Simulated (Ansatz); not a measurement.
Total energies of Al2S3 from Ansatz at r2SCAN-D4/def2-TZVP, gas phase (1 Eh = 27.2114 eV = 2625.5 kJ/mol). The reference geometry is relaxed at PBE-D4/def2-SVP.

```xyz
5

Al    0.008   -0.170   -1.624
Al    0.328   -0.202    1.587
S    -1.055    0.859   -3.000
S     1.159   -1.283   -0.129
S    -0.440    0.797    3.166
```

```tsv
state	geometry	energy (Eh)
charge 0 singlet	reference	-1679.49772
charge 1 doublet	reference	-1679.17223
charge 0 triplet	relaxed at PBE-D4/def2-SVP	-1679.45280
charge 0 quintet	relaxed at PBE-D4/def2-SVP	-1679.40871
free Al atom (doublet)	–	-242.33055
free S atom (triplet)	–	-398.08366
```

(1) Work out the vertical ionisation energy to the doublet.

(2) Which of the charge 0 states is lowest, and how far above it are the others?

(3) What is the binding energy per atom against free atoms?

(1) E(charge 1 doublet) − E(charge 0 singlet) = -1679.17223 − (-1679.49772) = 0.32549 Eh = 8.86 eV. For comparison, −ε of the highest occupied level is 6.63 eV at this level, 2.23 eV less.

(2) The singlet. triplet: -1679.45280 − (-1679.49772) = 0.04492 Eh = 117.9 kJ/mol; quintet: -1679.40871 − (-1679.49772) = 0.08901 Eh = 233.7 kJ/mol. The triplet differs in its bonds from the reference. The quintet differs in its bonds from the reference.

(3) Atoms: 2 × (-242.33055) + 3 × (-398.08366) = -1678.91208 Eh. Binding: -1678.91208 − (-1679.49772) = 0.58564 Eh = 15.94 eV, or 3.19 eV for each of 5 atoms (no zero-point energy, no counterpoise term).

At r2SCAN-D4/def2-TZVP the gap within one spin of the charge 1 doublet nearly closes, so an electron or hole may be smeared out by delocalisation error. 

The structure comes from a short search, and lower isomers may exist.
